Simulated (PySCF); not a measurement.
Compound: H₇PSiSn.
Numbering: `[PH2:1][SiH2:2][SnH3:3]` (hydrogens: H4, H5 on P1; H6, H7 on Si2; H8, H9, H10 on Sn3)

Structure used (PBE0-D3(BJ)/def2-SVP), in Å, numbered top down from 1:
```
atom  x, y, z in Å
P1     2.1561    0.8136    0.8230
Si2    0.6262   -0.6555    0.0150
Sn3   -1.7334    0.1951    0.5729
H4     3.2412    0.2841    0.0583
H5     1.8393    1.8133   -0.1478
H6     0.7491   -0.8881   -1.4588
H7     0.8492   -1.9618    0.7092
H8    -2.9189   -0.8881   -0.0278
H9    -1.9943    1.7355   -0.1361
H10   -1.9335    0.3416    2.2691
```

Level of theory: PBE0-D3(BJ)/def2-SVP geometry optimisation, gas phase, def2 core potentials past Kr in PySCF 2.14.0.

Take the most abundant isotopes and a rigid rotor. The values belong to one conformer with, in the numbering `[PH2:1][SiH2:2][SnH3:3]`, H–P1–Si2–Sn3 -165° and -71°.

(1) What are A, B and C (MHz)?

(2) What kind of rotor is it?

(3) Is it planar, by Δ = Ic − Ia − Ib?

(4) Give the other two planar moments, Paa and Pbb, and the rms extents of the mass along the axes.

(5) Predict some low-J microwave lines.

Results:

(1) Ia = 61.51, Ib = 474.56, Ic = 518.65 u·Å²; 505379 MHz·u·Å²/I gives A = 8216, B = 1065, C = 974.4 MHz.

(2) A near-prolate asymmetric top; Ray's κ = -0.975.

(3) Not planar: Δ = Ic − Ia − Ib = -17.43 u·Å². For a rigid frame Δ = −2 Σ m c², so Σ m c² = 8.71 u·Å² lies off the ab plane: 8.62 from hydrogen and 0.10 from heavier atoms. The atom farthest from that plane is 1.41 Å away.

(4) Paa = Σ m a² = (Ib + Ic − Ia)/2 = 465.85 and Pbb = Σ m b² = (Ia + Ic − Ib)/2 = 52.80 u·Å². With the mass M = 185.91 u, the rms extents √(P/M) along a, b and c are 1.58, 0.53, 0.22 Å.

(5) The dipole components are |μa| = 0.17 D, |μb| = 0.53 D, |μc| = 0.67 D. Intensities carry the squares of the components, which stand as 0.06 : 0.64 : 1.00 (a : b : c). Some lines, for components of 0.1 D or more:

| type | branch | J(Ka,Kc) | MHz | lower level (cm⁻¹) |
| --- | --- | --- | --- | --- |
| a | R | 1(0,1) ← 0(0,0) | 2039 | 0.000 |
| a | R | 2(1,2) ← 1(1,1) | 3988 | 0.307 |
| a | R | 2(0,2) ← 1(0,1) | 4078 | 0.068 |
| a | R | 2(1,1) ← 1(1,0) | 4169 | 0.310 |
| c | Q | 2(1,2) ← 2(0,2) | 7061 | 0.204 |
| c | Q | 1(1,1) ← 1(0,1) | 7151 | 0.068 |
| b | Q | 1(1,0) ← 1(0,1) | 7241 | 0.068 |
| b | Q | 2(1,1) ← 2(0,2) | 7333 | 0.204 |
| b | R | 1(1,1) ← 0(0,0) | 9190 | 0.000 |
| c | R | 1(1,0) ← 0(0,0) | 9281 | 0.000 |
| b | R | 2(1,2) ← 1(0,1) | 11139 | 0.068 |
| c | R | 2(1,1) ← 1(0,1) | 11410 | 0.068 |
| c | Q | 2(2,1) ← 2(1,1) | 21452 | 0.449 |
| b | Q | 2(2,0) ← 2(1,1) | 21453 | 0.449 |
| b | Q | 2(2,1) ← 2(1,2) | 21724 | 0.440 |
| b | R | 2(2,1) ← 1(1,0) | 25621 | 0.310 |
| c | R | 2(2,0) ← 1(1,0) | 25622 | 0.310 |
| c | R | 2(2,1) ← 1(1,1) | 25712 | 0.307 |
| b | R | 2(2,0) ← 1(1,1) | 25713 | 0.307 |

No PBE0-D3(BJ)/def2-SVP frequencies stand behind this structure, so it isn't proved a minimum. These are rigid-rotor constants of the computed structure; measured ground-state constants (B0) also hold zero-point vibration. A rigid rotor knows nothing of internal rotation, which can split or shift real lines.
